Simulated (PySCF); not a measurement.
B₂F₃, SMILES FB(F)[B]F, multiplicity 2.

Coordinates come from a PBE0-D3(BJ)/def2-SVP optimisation. The isomer is the one that the SMILES or the coordinates give; other isomers of the formula were not compared. The values are those of a single conformer.

Computed with TDA-M06-2X/def2-SVPD run with PySCF 2.14.0.

Vertical excitations. Gas-phase values at a fixed geometry.

```tsv
state	energy (eV)	λ (nm)	f	main pairs
root 1	1.34	927	0.002	α HOMO→LUMO 98 %
root 2	3.90	318	0.090	α HOMO→LUMO+1 85 %
root 3	5.69	218	0.018	α HOMO→LUMO+2 69 %, α HOMO→LUMO+1 12 %, α HOMO→LUMO+3 10 %
root 4	6.15	202	0.003	α HOMO→LUMO+3 53 %, α HOMO→LUMO+2 17 %, β HOMO→LUMO 18 %
root 5	6.76	183	0.000	α HOMO−1→LUMO 39 %, β HOMO→LUMO+1 51 %
root 6	6.93	179	0.068	α HOMO→LUMO+3 28 %, β HOMO→LUMO 57 %
root 7	7.57	164	0.127	α HOMO→LUMO+6 51 %, α HOMO→LUMO+5 28 %
root 8	7.86	158	0.003	α HOMO→LUMO+4 74 %, α HOMO→LUMO+8 21 %
root 9	8.01	155	0.004	α HOMO→LUMO+5 66 %, α HOMO→LUMO+6 25 %
root 10	8.21	151	0.014	α HOMO→LUMO+8 47 %, α HOMO→LUMO+10 29 %, α HOMO→LUMO+4 10 %, α HOMO−1→LUMO 8 %
```
Unrestricted roots are not spin-pure.
